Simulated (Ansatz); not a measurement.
`[CH3][AlH][BH]S` + H₂ → `[BH2][AlH][CH3]` + H₂S at 500 K and 1 bar (hydrogenolysis of a B–S bond).

Calculated with Ansatz (gas phase, PBE0-D4/def2-TZVP geometries, no zero-point term in ΔE). CCSD(T)/CBS adds triple-zeta CCSD(T) − MP2 to the extrapolated MP2 energy (def2 sets, frozen cores). This one scheme is used for every species. One conformer a species, not always the lowest.

```json
{"species": "`[CH3][AlH][BH]S`", "CCSD(T)/CBS energy (Eh)": "-706.24963", "H − E (kJ/mol)": "217.3", "S (J/(mol·K))": "439.7"}
{"species": "H₂", "CCSD(T)/CBS energy (Eh)": "-1.17544", "H − E (kJ/mol)": "41.0", "S (J/(mol·K))": "145.5"}
{"species": "`[BH2][AlH][CH3]`", "CCSD(T)/CBS energy (Eh)": "-308.41798", "H − E (kJ/mol)": "201.4", "S (J/(mol·K))": "377.9"}
{"species": "H₂S", "CCSD(T)/CBS energy (Eh)": "-398.97279", "H − E (kJ/mol)": "57.0", "S (J/(mol·K))": "224.0"}
```

H − E and S are ideal-gas, rigid-rotor, harmonic terms from PBE0-D4/def2-TZVP, for one conformer and one mirror image of each species. The MP2-based limit puts H₂ 0.8 mEh under its directly extrapolated value; such offsets cancel only in part. 1 Eh = 2625.50 kJ/mol, R = 8.31446 J/(mol·K).

Q: By hand: ΔE, ΔH, ΔS and ΔG.

A: ΔE = (-308.41798) + (-398.97279) − (-706.24963) − (-1.17544) = 0.03430 Eh = 90.1 kJ/mol. Δ(H − E) = 201.4 + 57.0 − 217.3 − 41.0 = 0.1, so ΔH = 90.2 kJ/mol. ΔS = 377.9 + 224.0 − 439.7 − 145.5 = 16.7 J/(mol·K). ΔG = 90.2 − 500 × (16.7)/1000 = 81.9 kJ/mol.

Q: By hand: the equilibrium constant, and the temperature at which ΔG would vanish if ΔH and ΔS stayed fixed.

A: log₁₀ K = −ΔG/(RT ln 10) = -8.6. ΔG = 0 at ΔH/ΔS = 5401 K, far beyond where these terms or the molecules hold.

ΔH outweighs TΔS. A doubt of 5 kJ/mol in ΔE shifts log₁₀ K by 0.5 here. Other conformers and mirror images would add mixing entropy, several J/(mol·K) or more a flexible species. Modes under 60 cm⁻¹, often nearly free rotors, make the harmonic entropy too high. These are equilibria of isolated gas molecules and say nothing of rates. Largest T1 diagnostic: 0.014 (customary marks: 0.02 for closed shells, 0.045 for open ones).
